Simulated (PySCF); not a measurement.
Job for PySCF: R-BP86/6-31G* on C5H12 (SMILES CCCCC), a point of a torsion scan.

```python
from pyscf import gto, scf, dft, mp
from pyscf.data.elements import chemcore

mol = gto.M(
    atom='''
    C     2.30966067    0.61850345    0.40493115
    C     0.97466372   -0.07093655    0.66092297
    C     0.07612968   -0.04437086   -0.57658357
    C    -1.02955649   -1.09930895   -0.54422517
    C    -2.03767605   -0.86869449    0.57573546
    H     2.85412986    0.11303263   -0.38976105
    H     2.92482530    0.60892669    1.30209640
    H     2.15415638    1.65371549    0.10746917
    H     1.16355429   -1.11001395    0.94261325
    H     0.47076348    0.41405203    1.49829139
    H    -0.36739719    0.94743196   -0.68704738
    H     0.69487695   -0.22732478   -1.45929778
    H    -1.55480598   -1.08579414   -1.50248805
    H    -0.57923288   -2.08791638   -0.42867515
    H    -2.83834088   -1.60325140    0.52320116
    H    -1.56146907   -0.95379077    1.54902352
    H    -2.47693503    0.12325747    0.49268979
    ''',
    basis='6-31g*',
    cart=True,
    charge=0, spin=0, verbose=3, max_memory=1800)
mf = dft.RKS(mol, xc='b88,p86')
mf.conv_tol = 1e-8
mf.max_cycle = 100
mf.kernel()
if not mf.converged:
    mf = mf.newton().run(mf.mo_coeff, mf.mo_occ)
```

Program output:

```
converged SCF energy = -197.747304284155
```

The calculation finished and met its thresholds.

Cost: roughly 4 core-seconds.
